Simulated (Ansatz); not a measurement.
Basis-set extrapolation for CH$_{10}$B$_{2}$Si$_{2}$ (`B[SiH2]CB[SiH3]`) (PBE0-D4/def2-TZVP geometry, frozen core, Ansatz 0.2.0). Multiplicity 1, RHF reference.

|  | def2-TZVPP | def2-QZVPP |
| --- | --- | --- |
| HF | -670.899802 | -670.922058 |
| MP2 correlation | -0.669910 | -0.712124 |
| CCSD(T) correlation | -0.773213 | not run |

Energies in hartree. Use E(X) = E(∞) + A·exp(−7.88·√X) for Hartree–Fock and E(X) = E(∞) + B·X^(−2.97) for correlation, with X = 3 and 4, and add CCSD(T) minus MP2 of the smaller set to the MP2 limit.

Q: What is the CCSD(T) energy at the basis-set limit?

A: HF limit: -670.922058 + (-0.022256) × 0.13774 = -670.92512. MP2 limit: -0.712124 + (-0.042214) × 0.74074 = -0.74339. Higher-order term: -0.773213 − (-0.669910) = -0.10330. Total: -671.77181 hartree, 259.4 kJ/mol below CCSD(T)/def2-TZVPP.
